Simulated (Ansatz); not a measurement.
Consider the redistribution: `[CH3][AlH][SiH](C)S` + `NB[SiH2]Cl` → `C[SiH](S)[SiH2]Cl` + `[CH3][AlH][BH]N`.

Gas-phase electronic energies from Ansatz, PBE0-D4/def2-TZVP geometries. CCSD(T)/CBS adds triple-zeta CCSD(T) − MP2 to the extrapolated MP2 energy (def2 sets, frozen cores). DFT in def2-TZVPP. B3LYP here is the variant with VWN-RPA as its local correlation; programs differ in this. One conformer a species, not always the lowest.

| level | ΔE (kJ/mol) |
| --- | --- |
| B3LYP-D4 | 16.5 |
| ωB97X-V | 17.3 |
| B2PLYP | 19.7 |
| CCSD/CBS(def2) | 18.5 |

What does CCSD(T)/CBS give? (Estimate.)

The calculation gave: +17.3 kJ/mol. The listed levels differ from it by -0.8, 0.0, 2.4, 1.2 kJ/mol.

Largest T1 diagnostic among the species: 0.012.

In def2-TZVPP, CCSD(T) changes the Hartree–Fock value by −6.0 kJ/mol (the triples alone add −1.2 kJ/mol) and MP2 by −7.4 kJ/mol. The D4 term adds −4.8 kJ/mol with B3LYP and −2.6 kJ/mol with PBE0; it sums over pairs of atoms, weighted by their polarisabilities, and B3LYP, whose exchange is more repulsive, gets the larger term.
